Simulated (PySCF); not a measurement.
Unrelated species, one level of theory. Computed with TDDFT CAM-B3LYP/def2-SVPD, vertical, gas phase, core orbitals frozen in the response (PySCF 2.14.0, density-fitted response routines). Geometries: GFN2-xTB; one conformer of each isolated species. Triplets are in the Tamm–Dancoff approximation. 'Strongest' means the level of largest summed f among the lowest 8 singlets; it needn't be the same kind of state in each.

Question: Rank by computed lowest singlet excitation energy, highest first.
A. `O=C1[SiH2]C[C@@]2(F)C[C@@]12F`
B. `FC(F)C1=COC([SiH3])=C1`
C. `[H]/N=C\C=C(\F)CC`
D. `C#C/C=C(\O[SiH3])C(F)F`
E. `C#C/C=C\CO[SiH](F)F`
F. `COC1=C(F)[SiH2]C=C1F`
G. `C1C=C[SiH2]C=1OC(F)F`
H. `CC(=S)c1ccc(C#N)o1`

Answer: B (5.86 eV), E (5.45 eV), D (5.19 eV), C (4.84 eV), F (4.36 eV), G (4.21 eV), A (3.43 eV), H (2.15 eV).

```tsv
SMILES	S1 (eV)	first f ≥ 0.01 (nm)	α (au)	HOMO (eV)	LUMO (eV)	strongest (eV)	S1 mainly
FC(F)c1coc([SiH3])c1	5.86	212	88.2	-8.40	0.34	7.67	H→L (97%)
C#C/C=C\CO[SiH](F)F	5.45	227	84.0	-8.80	-0.33	5.65	H-1→L (83%)
C#C/C=C(\O[SiH3])C(F)F	5.19	239	89.9	-8.23	-0.26	5.19	H→L (92%)
[H]/N=C\C=C(\F)CC	4.84	205	72.8	-8.71	-0.13	6.04	H-1→L (91%)
COC1=C(F)[SiH2]C=C1F	4.36	284	86.8	-7.75	-0.24	6.44	H→L (98%)
FC(F)OC1=CC=C[SiH2]1	4.21	294	87.3	-7.93	-0.56	4.21	H→L (98%)
O=C1[SiH2]C[C@@]2(F)C[C@@]12F	3.43	203	82.0	-8.62	-0.58	6.09	H→L (95%)
CC(=S)c1ccc(C#N)o1	2.15	322	124.2	-8.19	-2.29	3.85	H→L (94%)
```

H and L stand for HOMO and LUMO.

Mean S1 by what the SMILES shows (count): a double or triple bond but no aromatic ring 4.58 eV (6); an aromatic ring 4.01 eV (2).

- `FC(F)c1coc([SiH3])c1`: Löwdin shares by element: HOMO carbon 80% or more (atoms not listed hold the other 21%); LUMO carbon 48% or more, oxygen 16% (atoms not listed hold the other 36%).
- `C#C/C=C\CO[SiH](F)F`: Löwdin shares by element: HOMO carbon 87% or more; LUMO carbon 78% or more (atoms not listed hold the other 22%).
- `C#C/C=C(\O[SiH3])C(F)F`: Löwdin shares by element: HOMO carbon 75% or more (atoms not listed hold the other 25%); LUMO carbon 70% or more (atoms not listed hold the other 30%).
- `[H]/N=C\C=C(\F)CC`: Löwdin shares by element: HOMO carbon 60% or more, nitrogen 20% (atoms not listed hold the other 20%); LUMO carbon 56% or more, nitrogen 23% (atoms not listed hold the other 21%).
- `COC1=C(F)[SiH2]C=C1F`: Löwdin shares by element: HOMO carbon 60% or more, oxygen 12% (atoms not listed hold the other 28%); LUMO carbon 66% or more (atoms not listed hold the other 34%).
- `FC(F)OC1=CC=C[SiH2]1`: Löwdin shares by element: HOMO carbon 79% or more (atoms not listed hold the other 21%); LUMO carbon 71% or more (atoms not listed hold the other 29%).
- `O=C1[SiH2]C[C@@]2(F)C[C@@]12F`: Löwdin shares by element: HOMO oxygen 48%, carbon 25% or more, silicon 11% (atoms not listed hold the other 16%); LUMO carbon 39% or more, oxygen 30%, silicon 12% (atoms not listed hold the other 19%).
- `CC(=S)c1ccc(C#N)o1`: Löwdin shares by element: HOMO sulfur 76%, carbon 16% or more; LUMO carbon 39% or more, sulfur 29% (atoms not listed hold the other 32%).
